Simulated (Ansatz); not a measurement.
`[F][GaH][O][SiH3]` + `BN` → `B[NH][GaH][F]` + silanol at 298.15 K and 1 bar (ligand exchange at a Ga–O bond).

Isolated molecules relaxed with PBE0-D4/def2-TZVP in Ansatz; ΔE leaves out vibrations. CCSD(T)/CBS is the MP2 limit (def2-TZVPP, def2-QZVPP) plus CCSD(T) − MP2 in def2-TZVPP, frozen cores. This one scheme is used for every species. For Ga outer-core shells are correlated without core-valence functions, which leaves a few kJ/mol of doubt a bond. Scalar relativity is left out up to krypton. Each species was taken in one conformer, which may not be the lowest.

```tsv
species	CCSD(T)/CBS energy (Eh)	H − E (kJ/mol)	S (J/(mol·K))
`[F][GaH][O][SiH3]`	-2390.49581	121.2	359.9
`BN`	-81.93499	137.2	228.1
`B[NH][GaH][F]`	-2105.72573	141.7	324.5
`O[SiH3]`	-366.69042	113.6	257.8
```

H − E and S are ideal-gas, rigid-rotor, harmonic terms from PBE0-D4/def2-TZVP, for one conformer and one mirror image of each species. 1 Eh = 2625.50 kJ/mol, R = 8.31446 J/(mol·K).

**Question.** By hand: ΔE, ΔH, ΔS and ΔG.

**Answer.** ΔE = (-2105.72573) + (-366.69042) − (-2390.49581) − (-81.93499) = 0.01465 Eh = 38.5 kJ/mol. Δ(H − E) = 141.7 + 113.6 − 121.2 − 137.2 = -3.1, so ΔH = 35.4 kJ/mol. ΔS = 324.5 + 257.8 − 359.9 − 228.1 = -5.7 J/(mol·K). ΔG = 35.4 − 298.15 × (-5.7)/1000 = 37.1 kJ/mol.

**Question.** By hand: the equilibrium constant, and the temperature at which ΔG would vanish if ΔH and ΔS stayed fixed.

**Answer.** log₁₀ K = −ΔG/(RT ln 10) = -6.5. ΔH and −TΔS have one sign here, so there is no such temperature.

The number of gas molecules stays the same, so ΔS is small and ΔH decides. A doubt of 5 kJ/mol in ΔE shifts log₁₀ K by 0.9 here. Other conformers and mirror images would add mixing entropy, several J/(mol·K) or more a flexible species. Modes under 60 cm⁻¹, often nearly free rotors, make the harmonic entropy too high. These are equilibria of isolated gas molecules and say nothing of rates. Largest T1 diagnostic: 0.014 (customary marks: 0.02 for closed shells, 0.045 for open ones).

ΔS is within the doubt of such terms, so its sign, and with it that verdict, could turn.
